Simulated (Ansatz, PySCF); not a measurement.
iodine monochloride (ClI), SMILES ClI.

Coordinates come from a B3LYP-D3(BJ)/def2-TZVP optimisation. The def2 effective core potentials stand for the cores of I; spin–orbit coupling is left out.

Vertical ionisation energy (IE) and electron affinity (EA) in eV. Rows of orbital energies are one-electron estimates. Where ΔSCF, EOM or ADC give a negative EA the extra electron is unbound and the value depends on the basis.

```
level                                                                         IE    EA
-------------------------------------------------------------------------  -----  ----
−ε(HOMO), −ε(LUMO), CAM-B3LYP/def2-TZVPD (PySCF)                            9.18  2.60
−ε(HOMO), −ε(LUMO), ωB97X/def2-TZVPD (PySCF)                               10.15  1.53
−ε(HOMO), −ε(LUMO), PBE/def2-TZVPD (PySCF)                                  6.68  4.55
ΔSCF, CAM-B3LYP/def2-TZVPD (Ansatz), final states of multiplicity 2 and 2  10.38  1.64
ΔSCF, PBE/def2-TZVPD (Ansatz), final states of multiplicity 2 and 2        10.02  1.57
```

What vertical singlet–triplet gap does ΔSCF give with CAM-B3LYP/def2-TZVPD (Ansatz, a first-principles code) and with PBE/def2-TZVPD (Ansatz)? (The exact figures need the calculation; the answer reports its results.)

2.08 and 1.90 eV (triplet above singlet where positive).
